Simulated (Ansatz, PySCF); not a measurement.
methyltin triiodide (CH₃I₃Sn), SMILES [CH3][Sn]([I])([I])[I]. Atoms are numbered in the order given.

```xyz
8

C      0.0001     0.0000     2.7785
Sn     0.0000     0.0000     0.6180
I      2.2017    -1.2832    -0.3241
I     -2.2121    -1.2650    -0.3243
I      0.0103     2.5482    -0.3242
H      0.9059     0.5190     3.1189
H     -0.9024     0.5251     3.1188
H     -0.0035    -1.0440     3.1189
```

The structure is a stationary point at B3LYP-D3(BJ)/def2-SVP. The def2 effective core potentials stand for the cores of I, Sn; spin–orbit coupling is left out.

Two levels are set side by side: PBE-D3(BJ)/def2-SVP (Ansatz, a first-principles code) and B3LYP-D3(BJ)/def2-SVP (Ansatz). Each level has its own optimised geometry; the coordinates shown are those of the second. Frequencies come from the Hessian of PySCF at each geometry. Differences are taken from unrounded values.

| quantity | B3LYP-D3(BJ) | PBE-D3(BJ) | PBE-D3(BJ) minus B3LYP-D3(BJ) |
|---|---|---|---|
| mean bond length (Å) | 1.944 | 1.949 | 0.005 |
| bond C1–Sn2 (Å) | 2.161 | 2.165 | 0.004 |
| bond Sn2–I3 (Å) | 2.717 | 2.719 | 0.002 |
| bond Sn2–I4 (Å) | 2.717 | 2.719 | 0.002 |
| bond Sn2–I5 (Å) | 2.717 | 2.719 | 0.002 |
| bond C1–H6 (Å) | 1.098 | 1.106 | 0.008 |
| bond C1–H7 (Å) | 1.098 | 1.106 | 0.008 |
| bond C1–H8 (Å) | 1.098 | 1.106 | 0.008 |
| highest harmonic wavenumber (cm⁻¹) | 3181 | 3130 | -51 |
| mean harmonic wavenumber (cm⁻¹) | 918 | 895 | -23 |
| zero-point energy (kcal/mol) | 23.63 | 23.03 | -0.60 |
